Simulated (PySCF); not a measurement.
Working out the ionisation energy of C+

C+ [He] 2s2 2p1 (2P) → C(2+) [He] 2s2 (1S). All numbers are calculated (PySCF 2.14, the spin-free X2C one-electron Hamiltonian (Gaussian nucleus), in dyall-acv3z (15s9p4d2f, 76 functions)). Frozen: 1s2; the 19 highest virtual orbitals dropped. Energies in hartree (1 hartree = 27.21139 eV):

| part | C+ (lower) | C(2+) (upper) |
| --- | --- | --- |
| UHF | -37.311860 | -36.423719 |
| CCSD correlation | -0.076394 | -0.074650 |
| (T) | -0.001188 | 0.000000 |

Question: What does Hartree-Fock give?

Answer: (-36.423719) − (-37.311860) = 0.888141 hartree = 24.168 eV.

Question: What do CCSD and CCSD(T) give?

Answer: The CCSD correlation energies differ by 0.001744 hartree = 0.047 eV and the triples by 0.001188 hartree = 0.032 eV, so CCSD gives 24.215 eV and CCSD(T) 24.247 eV.

Measured between the centres of the two terms (NIST): 24.378 eV, so CCSD(T) (valence) is off by -0.131 eV.

The coupled-cluster amplitudes are large, so a single reference is strained.

What remains against the reference includes basis incompleteness, the frozen core and higher excitations.
